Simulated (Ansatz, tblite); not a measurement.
Removing an electron: (KCl)2 ring (K2Cl2). The state is a singlet with charge 0. Geometry: PBE0-D4/def2-TZVP. Ansatz, gas phase; energy differences of separate SCF runs; the oxidised species was run as a doublet alone.

```xyz
4

K     0.4846    0.6820    1.7748
Cl    1.8263    0.7134   -0.7729
K    -0.4851   -0.6811   -1.7750
Cl   -1.8259   -0.7143    0.7731
```

The xTB rows come from tblite. Correlated methods freeze 20 core orbitals; core or outer-core shells of K are correlated, in sets that lack core-valence functions. HOMO above LUMO, or a gap near zero within one spin, warns that the state may not be the lowest or that an electron is smeared out.

Q: Estimate orbital energies and vertical ionisation energies at: GFN1-xTB; GFN2-xTB; HF/def2-TZVPP; PBE-D4/def2-TZVP; r2SCAN-D4/def2-TZVP; PBE0-D4/def2-TZVP; MP2/def2-TZVPP; CCSD/def2-TZVPP; CCSD(T)/def2-TZVPP.

A: 
```
              level  −HOMO (eV)  vertical IE (eV)  −LUMO (eV)  HOMO–LUMO gap (eV)                                     remarks
           GFN1-xTB       12.13             13.94        6.91                5.23                                           –
           GFN2-xTB       10.24             12.83        8.37                1.88                                           –
      HF/def2-TZVPP           –              8.22           –                   –                                           –
   PBE-D4/def2-TZVP        5.42              8.31        1.21                4.21  gap within one spin near zero (+1 doublet)
r2SCAN-D4/def2-TZVP        5.72              8.51        0.54                5.18  gap within one spin near zero (+1 doublet)
  PBE0-D4/def2-TZVP        6.74              8.74        0.71                6.03                                           –
     MP2/def2-TZVPP           –              9.39           –                   –                                           –
    CCSD/def2-TZVPP           –              9.18           –                   –                                           –
 CCSD(T)/def2-TZVPP           –              9.24           –                   –                                           –
```

  Raw xTB energy differences between charge states are shifted by several eV; the methods need an empirical correction for them.
